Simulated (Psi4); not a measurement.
Calculation: SAPT0/jun-cc-pVDZ, frozen core (Psi4 1.11).

Psi4 input:

```
molecule {
0 1
C 0.45122275 -0.88768459 -0.04889521
C -0.89561282 -0.43716001 0.02991292
C -0.99059755 0.92385044 0.07606359
S 0.55857119 1.66540568 0.02386777
C 1.34794958 0.14152394 -0.06076644
H 0.73874994 -1.92799823 -0.09461591
H -1.75255540 -1.09458529 0.05127334
H -1.88038824 1.52814428 0.13757360
H 2.42266056 0.08850378 -0.11441365
--
0 1
C 0.35668523 0.91783837 -3.35629027
C -0.96642418 1.43493026 -3.28455012
C -1.91413573 0.45255668 -3.30147427
S -1.20199839 -1.10780710 -3.40480696
C 0.38325823 -0.44523100 -3.42604621
H 1.24601849 1.53110906 -3.35592731
H -1.20144588 2.48756164 -3.22333885
H -2.98536807 0.55913409 -3.25923055
H 1.24205219 -1.09276308 -3.48823946
units angstrom
symmetry c1
no_reorient
no_com
}
set basis jun-cc-pvdz
set scf_type df
set freeze_core true
energy('sapt0')
```

Part of the output:

```
    SAPT Results
  --------------------------------------------------------------------------------------------------------
    Electrostatics                 -6.77967753 [mEh]      -4.25431188 [kcal/mol]     -17.80004091 [kJ/mol]
      Elst10,r                     -6.77967753 [mEh]      -4.25431188 [kcal/mol]     -17.80004091 [kJ/mol]

    Exchange                       20.47596925 [mEh]      12.84886469 [kcal/mol]      53.75964987 [kJ/mol]
      Exch10                       20.47596925 [mEh]      12.84886469 [kcal/mol]      53.75964987 [kJ/mol]
      Exch10(S^2)                  20.41212593 [mEh]      12.80880240 [kcal/mol]      53.59202923 [kJ/mol]

    Induction                      -1.58591254 [mEh]      -0.99517515 [kcal/mol]      -4.16381281 [kJ/mol]
      Ind20,r                      -9.99384730 [mEh]      -6.27123386 [kcal/mol]     -26.23884247 [kJ/mol]
      Exch-Ind20,r                  9.55690524 [mEh]       5.99704858 [kcal/mol]      25.09165124 [kJ/mol]
      delta HF,r (2)               -1.14897048 [mEh]      -0.72098986 [kcal/mol]      -3.01662158 [kJ/mol]

    Dispersion                    -14.39141376 [mEh]      -9.03074847 [kcal/mol]     -37.78465161 [kJ/mol]
      Disp20                      -17.17960629 [mEh]     -10.78036571 [kcal/mol]     -45.10505011 [kJ/mol]
      Exch-Disp20                   2.78819254 [mEh]       1.74961723 [kcal/mol]       7.32039850 [kJ/mol]
      Disp20 (SS)                  -8.58980315 [mEh]      -5.39018285 [kcal/mol]     -22.55252506 [kJ/mol]
      Disp20 (OS)                  -8.58980315 [mEh]      -5.39018285 [kcal/mol]     -22.55252506 [kJ/mol]
      Exch-Disp20 (SS)              1.61977656 [mEh]       1.01642514 [kcal/mol]       4.25272278 [kJ/mol]
      Exch-Disp20 (OS)              1.16841598 [mEh]       0.73319209 [kcal/mol]       3.06767572 [kJ/mol]

  Total HF                         12.11037918 [mEh]       7.59937766 [kcal/mol]      31.79579615 [kJ/mol]
  Total SAPT0                      -2.28103458 [mEh]      -1.43137081 [kcal/mol]      -5.98885546 [kJ/mol]
```
